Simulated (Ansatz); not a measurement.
HBr, charge +1, doublet, at a GFN2-xTB geometry (a state made from the parent by changing its charge; the spin is typed, not shown lowest). Base run: Ansatz (a program for electronic structure) with HF/def2-TZVP.

Here is a job for Ansatz.
Ansatz 0.2 input:
```yaml
crystal:
  periodic: [false, false, false]
  atoms:
    - {symbol: Br, position_ang: [-0.00000000, -0.00000000, -0.04027692]}
    - {symbol: H, position_ang: [0.00000000, 0.00000000, 1.40969231]}
basis:
  gaussian:
    orbitals: def2-TZVP
hamiltonian:
  xc: hf
total_charge: 1
magnetization: {spin_polarized: true, initial_magnetization: 1}
```

The base run was repeated with changes; each row names its change, and settings that it needs were set with it.

```tsv
change	ΔE vs base (mEh)
base	0.000
fitting.mean_field = cc-pVTZ-JKFIT	0.018
point_charge = charge:0.5 position_ang:3.3503, 0.5149, -0.8599	69.320
fitting.mean_field = def2-universal-JKFIT	0.042
accuracy = high	0.000
lower_state_search = light	0.000
forces = on	0.000
lower_state_search = off	0.000
point_charge = charge:-1.0 position_ang:-1.0186, 2.1428, -2.1869	-164.6
lower_state_search = full	0.000
point_charge = charge:1.0 position_ang:2.6262, -0.3864, -1.9285	144.0
```
